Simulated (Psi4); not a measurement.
C4H4N (SMILES [c]1cc[nH]c1), doublet (typed; the unrestricted solution is spin-contaminated), geometry from GFN2-xTB; HF/pcseg-1 run with Psi4.

The Psi4 input:
```
memory 2 GB

molecule mol {
0 2
  C     0.440262   -1.153799    0.130158
  C    -0.869770   -0.817265    0.012417
  N    -0.908958    0.545552   -0.108856
  C     0.359408    1.037706   -0.066063
  C     1.237460   -0.007892    0.084234
  H    -1.758266   -1.413890    0.004364
  H    -1.743158    1.100391   -0.213474
  H     0.555913    2.089258   -0.144329
  H     2.304058    0.052878    0.150955
}

set basis pcseg-1
set reference uhf
set e_convergence 1e-4

energy('scf')
print_variables()
```

### Question
Predict the main parts of the log of this Psi4 run.

### Answer

```
   => Loading Basis Set <=

    Name: PCSEG-1
    Role: ORBITAL
    Keyword: BASIS

         ---------------------------------------------------------
                                   SCF
               by Justin Turney, Rob Parrish, Andy Simmonett
                          and Daniel G. A. Smith
                              UHF Reference
         ---------------------------------------------------------

  ==> Geometry <==

    Molecular point group: c1
    Full point group: C1

    Geometry (in Angstrom), charge = 0, multiplicity = 2:

       Center              X                  Y                   Z               Mass
    ------------   -----------------  -----------------  -----------------  -----------------
         C            0.430666369285    -1.126348920385     0.127120719266    12.000000000000
         C           -0.879365630715    -0.789814920385     0.009379719266    12.000000000000
         N           -0.918553630715     0.573002079615    -0.111893280734    14.003074004430
         C            0.349812369285     1.065156079615    -0.069100280734    12.000000000000
         C            1.227864369285     0.019558079615     0.081196719266    12.000000000000
         H           -1.767861630715    -1.386439920385     0.001326719266     1.007825032230
         H           -1.752753630715     1.127841079615    -0.216511280734     1.007825032230
         H            0.546317369285     2.116708079615    -0.147366280734     1.007825032230
         H            2.294462369285     0.080328079615     0.147917719266     1.007825032230

  Running in c1 symmetry.

  Rotational constants: A =      0.34618  B =      0.30483  C =      0.16209 [cm^-1]
  Rotational constants: A =  10378.08895  B =   9138.56559  C =   4859.48278 [MHz]
  Nuclear repulsion =  153.693915347493032

  Charge       = 0
  Multiplicity = 2
  Electrons    = 35
  Nalpha       = 18
  Nbeta        = 17

  ==> Algorithm <==

  SCF Algorithm Type is DF.
  DIIS enabled.
  MOM disabled.
  Fractional occupation disabled.
  Guess Type is SAD.
  Energy threshold   = 1.00e-04
  Density threshold  = 1.00e-06
  Integral threshold = 1.00e-12

  ==> Primary Basis <==

  Basis Set: PCSEG-1
    Blend: PCSEG-1
    Number of shells: 42
    Number of basis functions: 90
    Number of Cartesian functions: 95
    Spherical Harmonics?: true
    Max angular momentum: 2

   => Loading Basis Set <=

    Name: (PCSEG-1 AUX)
    Role: JKFIT
    Keyword: DF_BASIS_SCF

  ==> Integral Setup <==

[...]
   @DF-UHF iter  14:  -208.09638386366606   -2.85803e-07   1.58437e-06 DIIS
   @DF-UHF iter  15:  -208.09638390354706   -3.98810e-08   7.35304e-07 DIIS
  Energy and wave function converged.

  ==> Post-Iterations <==

   @Spin Contamination Metric:   1.603706107E-01
   @S^2 Expected:                7.500000000E-01
   @S^2 Observed:                9.103706107E-01
   @S   Expected:                5.000000000E-01
   @S   Observed:                5.000000000E-01

    Orbital Energies [Eh]
    ---------------------

    Alpha Occupied:

[...]
    Alpha Virtual:

[...]
    Beta Occupied:

[...]
    Beta Virtual:

[...]
      90A      4.162420

    Final Occupation by Irrep:
              A
    DOCC [    17 ]
    SOCC [     1 ]
    NA   [    18 ]
    NB   [    17 ]

  @DF-UHF Final Energy:  -208.09638390354706

   => Energetics <=

    Nuclear Repulsion Energy =            153.6939153474930322
    One-Electron Energy =                -584.8276291939876046
    Two-Electron Energy =                 223.0373299429475082
    Total Energy =                       -208.0963839035470642

  UHF NO Occupations:
  HONO-2 :   16  A 1.9793440
  HONO-1 :   17  A 1.9424365
  HONO-0 :   18  A 1.0000000
  LUNO+0 :   19  A 0.0575635
  LUNO+1 :   20  A 0.0206560
  LUNO+2 :   21  A 0.0016393
  LUNO+3 :   22  A 0.0009931

Computation Completed

Properties will be evaluated at   0.000000,   0.000000,   0.000000 [a0]

Properties computed using the SCF density matrix

 Multipole Moments:

 ------------------------------------------------------------------------------------
     Multipole            Electronic (a.u.)      Nuclear  (a.u.)        Total (a.u.)
 ------------------------------------------------------------------------------------

 L = 1.  Multiply by 2.5417464519 to convert [e a0] to [Debye]
 Dipole X            :         -0.0362801           -0.6346571           -0.6709372
 Dipole Y            :         -1.1334990            1.8155615            0.6820626
 Dipole Z            :          0.0962173           -0.2008870           -0.1046697
 Magnitude           :                                                    0.9624561

 ------------------------------------------------------------------------------------

  Variable Map:
  ----------------------------------------------------------------------------
[...]
  Array Variable Map:
  ----------------------------------------------------------------------------
[...]
[...]
```
